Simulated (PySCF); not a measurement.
PySCF input file for C2H6B, SMILES C[B]C (connectivity only; charge and spin as stated), charge +1, multiplicity 1, PBE/pcSseg-1. Geometry: ωB97X-D3(BJ)/def2-TZVP. The multiplicity is an assumed one; other spin states were not compared. The isomer is the one that the SMILES or the coordinates give; other isomers of the formula were not compared.

```python
import numpy as np
from pyscf import gto, scf, dft
from pyscf.prop.nmr import rks as nmr

mol = gto.M(
    atom='''
    C    -0.00000000   -0.00000000    1.47950915
    B     0.00000000    0.00000000   -0.00000000
    C     0.00000000    0.00000000   -1.47950915
    H    -0.89294171   -0.51554013    1.85828867
    H     0.89294171   -0.51554013    1.85828867
    H     0.00000000    1.03108028    1.85828866
    H    -0.89294171    0.51554013   -1.85828867
    H    -0.00000000   -1.03108028   -1.85828866
    H     0.89294171    0.51554013   -1.85828867
    ''',
    basis='pcSseg-1',
    charge=1,
    spin=0,
    max_memory=1600,
    verbose=3,
)
mf = dft.RKS(mol, xc='pbe')
mf.grids.level = 3
mf.conv_tol = 1e-10
mf.max_cycle = 100
mf.kernel()
n = nmr.NMR(mf)
n.verbose = 2
n.max_cycle_cphf = 60
sigma = n.kernel()
print('atom   isotropic/ppm   span/ppm')
for i, s in enumerate(sigma):
    w = np.linalg.eigvalsh((s + s.T) / 2)
    print(f'{mol.atom_symbol(i):2s}{i + 1:3d} {w.mean():14.3f} {w[2] - w[0]:11.3f}')
```

Output:

```
converged SCF energy = -104.201906175348
atom   isotropic/ppm   span/ppm
C   1        172.917      59.154
B   2         -9.197     308.253
C   3        172.917      59.154
H   4         28.642       9.229
H   5         28.642       9.229
H   6         28.642       9.230
H   7         28.642       9.229
H   8         28.642       9.230
H   9         28.642       9.229
```

The calculation finished and met its thresholds.

Cost: very roughly 7 core-seconds.
